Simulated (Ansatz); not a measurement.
Isolated molecules relaxed with PBE0-D4/def2-TZVP in Ansatz; ΔE leaves out vibrations. CCSD(T)/CBS adds triple-zeta CCSD(T) − MP2 to the extrapolated MP2 energy (def2 sets, frozen cores). Functionals use def2-TZVPP. B3LYP here is the variant with VWN-RPA as its local correlation; programs differ in this. For Ga, Se outer-core shells are correlated without core-valence functions, which leaves a few kJ/mol of doubt a bond. Scalar relativity is left out up to krypton. Each species was taken in one conformer, which may not be the lowest.

Reaction (formal exchange of groups at the Se–Ga bond): `[F][Ga]([Cl])[SeH]` + `O=CC[SiH3]` → `O=CC([SiH3])[SeH]` + `[F][GaH][Cl]`

`[F][Ga]([Cl])[SeH]`:

Z-matrix (Å, degrees):
```
Ga
F 1 1.742
Se 1 2.293 2 118.4
Cl 1 2.121 2 116.2 3 -180.0
H 3 1.470 1 90.4 2 -180.0
```

`O=CC[SiH3]`:

Cartesian coordinates in Å:
```
O -1.082 0.178 1.730
C -1.238 -0.507 0.755
C -0.322 -0.495 -0.428
Si 1.113 0.717 -0.229
H -2.103 -1.203 0.696
H 0.043 -1.516 -0.595
H -0.915 -0.263 -1.323
H 1.951 0.347 0.937
H 1.946 0.639 -1.460
H 0.608 2.104 -0.083
```

`O=CC([SiH3])[SeH]`:

Cartesian coordinates in Å:
```
O -1.517 -0.411 -1.657
C -0.615 -0.861 -1.003
C -0.253 -0.462 0.383
Si 1.293 0.646 0.349
Se -1.652 0.537 1.315
H 0.068 -1.623 -1.434
H -0.006 -1.363 0.953
H 1.645 0.974 1.750
H 0.979 1.867 -0.428
H 2.430 -0.081 -0.284
H -2.372 0.778 0.056
```

`[F][GaH][Cl]`:

Z-matrix (Å, degrees):
```
Ga
F 1 1.744
Cl 1 2.122 2 113.4
H 1 1.541 2 120.8 3 180.0
```

| level | ΔE (kJ/mol) | difference from CCSD(T)/CBS |
| --- | --- | --- |
| PBE-D4 | 130.6 | -8.5 |
| r2SCAN-D4 | 138.7 | -0.4 |
| ωB97X-V | 139.3 | 0.2 |
| B2PLYP | 142.7 | 3.6 |
| r2SCAN | 139.7 | 0.6 |
| PBE0 | 142.5 | 3.4 |
| B3LYP | 145.5 | 6.4 |
| HF/def2-TZVPP | 164.6 | 25.5 |
| MP2/CBS(def2) | 135.8 | -3.3 |
| CCSD/CBS(def2) | 143.6 | 4.5 |
| CCSD(T)/CBS | 139.1 | 0 |

Largest T1 diagnostic among the species: 0.014.

From PBE to PBE0 (25 % exact exchange), in def2-TZVPP and without D4, ΔE moves by +7.8 kJ/mol. The D4 term adds −6.8 kJ/mol with B3LYP and −3.5 kJ/mol with PBE0; it sums over pairs of atoms, weighted by their polarisabilities, and B3LYP, whose exchange is more repulsive, gets the larger term.

CCSD(T)/CBS has its own doubt, a few kJ/mol and more with outer-core shells, so smaller differences from it don't rank the levels.
